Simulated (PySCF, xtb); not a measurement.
Al(Me)(OSiH3) (CH6AlOSi), SMILES [SiH3][O][Al+][CH3], charge +1.

GFN2-xTB in xtb at its own geometry gives an orbital gap of 2.18 eV.

The structure is a stationary point at PBE0-D3(BJ)/def2-SVP. The spin state was assumed, not searched. The isomer is the one that the SMILES or the coordinates give; other isomers of the formula were not compared. The values are those of a single conformer.

Question: What does B3LYP/def2-TZVP in PySCF give? (Estimate from the structure and the level; the computed values follow.)

Answer: gap 5.73 eV (levels -13.07 and -7.34 eV).
